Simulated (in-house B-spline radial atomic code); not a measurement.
The numbers below are computed, except where a source is named.
Weak and strong correlation along the adiabatic connection

Two-electron singlets in several external potentials (atomic units), by full CI in B-splines with partial waves to l = 8 (correlation energies up to 0.6 % small). The repulsion is scaled by λ at fixed density; W(λ) is the mean repulsion less the Hartree energy, W(0) = E_x, and the area under W from 0 to 1 is E_xc.

Relative drop (W(λ) − E_x)/E_x:

```
                             system  λ = 0.12  λ = 0.25  λ = 0.4  λ = 0.6  λ = 0.8   λ = 1
 −V exp(−r²/w²), V = 6.92, w = 11.6    0.0285    0.0553   0.0816   0.1108   0.1347  0.1546
 −V exp(−r²/w²), V = 23.3, w = 10.1    0.0192    0.0381   0.0577   0.0807   0.1006  0.1181
 −Z exp(−kr)/r, Z = 1.85, k = 0.208    0.0125    0.0253   0.0391   0.0559   0.0714  0.0855
    empty sphere, radius 0.393 bohr    0.0029    0.0060   0.0096   0.0142   0.0188  0.0232
  ω²r²/2 − Z/r, ω = 0.0443, Z = 0.7    0.0425    0.0800   0.1150   0.1514   0.1795  0.2017
    ω²r²/2 − Z/r, ω = 4.46, Z = 1.5    0.0058    0.0119   0.0186   0.0273   0.0356  0.0435
−V exp(−r²/w²), V = 0.758, w = 9.44    0.0477    0.0880   0.1240   0.1598   0.1865  0.2072
```

Question: Order the systems by how far second-order (GL2) theory, half the initial slope (estimated from the first points of each curve), overshoots the correlation energy, least first.
A. −V exp(−r²/w²), V = 6.92, w = 11.6
B. −Z exp(−kr)/r, Z = 1.85, k = 0.208
C. −V exp(−r²/w²), V = 0.758, w = 9.44
D. ω²r²/2 − Z/r, ω = 0.0443, Z = 0.7
E. −V exp(−r²/w²), V = 23.3, w = 10.1
F. empty sphere, radius 0.393 bohr
G. ω²r²/2 − Z/r, ω = 4.46, Z = 1.5

Answer: F (GL2/E_c = 1.04), G (GL2/E_c = 1.08), B (GL2/E_c = 1.17), E (GL2/E_c = 1.27), A (GL2/E_c = 1.41), D (GL2/E_c = 1.58), C (GL2/E_c = 1.72).

Question: What else changes along this order?

Answer: The ratio follows the bend of the curve. With it the leading natural occupation goes from 1.999 to 1.841 and −T_c/E_c from 0.96 to 0.59 between the first and the last.
